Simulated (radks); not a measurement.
Effect of the nuclear size on neutral nickel, [Ar] 3d8 4s2. Method: Dirac Kohn-Sham, BLYP, spin-unpolarised, spherical densities, finite nucleus; open shells fill j = l - 1/2 first; Fermi nuclear charge, rms radius 3.7757 fm; computed with a radial shooting solver on a logarithmic mesh with Libxc functionals. The rms radius is varied about that value; shifts are against it.

rms radius (fm),total energy shift (eV),density at nucleus (e/bohr^3),1s1/2 shift (meV),2s1/2 shift (meV),2p1/2 shift (meV),3s1/2 shift (meV)
3.266,-0.0398,1.976e+04,-16.9,-1.57,0.150,-0.225
3.5378,-0.0193,1.968e+04,-8.18,-0.760,0.073,-0.109
3.7757,0,1.962e+04,0.000,0.000,0.000,0.000
3.9494,0.0148,1.958e+04,6.30,0.584,-0.056,0.084
4.629,0.0789,1.942e+04,33.5,3.11,-0.298,0.445

Slopes of the eigenvalues against <r^2> in GHz/fm^2, as finite differences over the two radii next to the reference (eigenvalue slopes, not the field-shift constants of lines): 1s1/2 1140, 2s1/2 105, 2p1/2 -10.1, 3s1/2 15.1.
